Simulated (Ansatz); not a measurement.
Gas-phase electronic energies from Ansatz, PBE0-D4/def2-TZVP geometries. CCSD(T)/CBS adds triple-zeta CCSD(T) − MP2 to the extrapolated MP2 energy (def2 sets, frozen cores). Double bonds are as drawn, so ΔE can hold a change between cis and trans. Functionals use def2-TZVPP. B3LYP here is the variant with VWN-RPA as its local correlation; programs differ in this. One conformer a species, not always the lowest.

Reaction (ligand exchange at the Al–C bond): `O/C=[C](\[AlH2])[SiH3]` + `C/C=C/N` → `C/C=C\[NH][AlH2]` + `O/C=C/[SiH3]`

`O/C=[C](\[AlH2])[SiH3]`:

Z-matrix (Å, degrees):
```
Si
C 1 1.849
H 1 1.490 2 111.5
H 1 1.490 2 111.5 3 -119.1
H 1 1.491 2 110.1 3 120.4
C 2 1.350 1 117.0 3 -120.6
Al 2 1.922 1 122.5 3 59.3
O 6 1.338 2 127.8 1 180.0
H 6 1.091 2 123.3 1 0.0
H 7 1.580 2 123.3 1 0.1
H 7 1.601 2 115.8 1 -179.9
H 8 0.970 6 109.6 2 0.0
```

`C/C=C/N`:

Z-matrix (Å, degrees):
```
C
C 1 1.491
H 1 1.095 2 111.8
H 1 1.093 2 111.1 3 120.3
H 1 1.096 2 111.9 3 -119.6
C 2 1.332 1 123.9 3 -122.5
H 2 1.089 1 117.3 3 58.7
N 6 1.389 2 126.6 1 -174.5
H 6 1.088 2 119.6 1 1.1
H 8 1.009 6 114.6 2 -16.9
H 8 1.007 6 114.7 2 -147.8
```

`C/C=C\[NH][AlH2]`:

Z-matrix (Å, degrees):
```
C
C 1 1.496
H 1 1.097 2 112.1
H 1 1.090 2 111.3 3 -119.8
H 1 1.097 2 112.1 3 120.4
C 2 1.336 1 123.8 3 -60.1
H 2 1.083 1 118.6 3 119.9
N 6 1.386 2 125.7 1 0.0
H 6 1.086 2 119.8 1 -180.0
Al 8 1.784 6 128.3 2 -180.0
H 8 1.011 6 112.3 2 0.0
H 10 1.581 8 116.4 6 -180.0
H 10 1.580 8 117.4 6 0.0
```

`O/C=C/[SiH3]`:

Z-matrix (Å, degrees):
```
Si
C 1 1.844
H 1 1.489 2 111.7
H 1 1.489 2 111.7 3 -119.9
H 1 1.488 2 108.5 3 120.1
C 2 1.334 1 121.6 3 -120.1
H 2 1.090 1 120.0 3 59.9
O 6 1.345 2 127.2 1 180.0
H 6 1.086 2 122.5 1 0.0
H 8 0.964 6 109.2 2 0.0
```

```
             level  ΔE (kcal/mol)  difference from CCSD(T)/CBS
            PBE-D4          -16.0                          2.4
           PBE0-D4          -16.3                          2.1
          B3LYP-D4          -18.5                         -0.1
           ωB97X-V          -17.7                          0.7
           ωB97M-V          -17.6                          0.8
            B2PLYP          -19.0                         -0.6
               PBE          -16.4                          2.0
            r2SCAN          -17.5                          0.9
              PBE0          -16.6                          1.8
             B3LYP          -19.0                         -0.6
SCS-MP2/def2-TZVPP          -19.3                         -0.9
   CCSD/def2-TZVPP          -19.1                         -0.7
CCSD(T)/def2-TZVPP          -18.6                         -0.2
    MP2/def2-QZVPP          -18.5                         -0.1
SCS-MP2/def2-QZVPP          -19.2                         -0.8
    CCSD/CBS(def2)          -19.0                         -0.6
       CCSD(T)/CBS          -18.4                            0
```

Largest T1 diagnostic among the species: 0.014.

In def2-TZVPP, CCSD(T) changes the Hartree–Fock value by +1.3 kcal/mol (the triples alone add +0.6 kcal/mol) and MP2 by +1.3 kcal/mol.
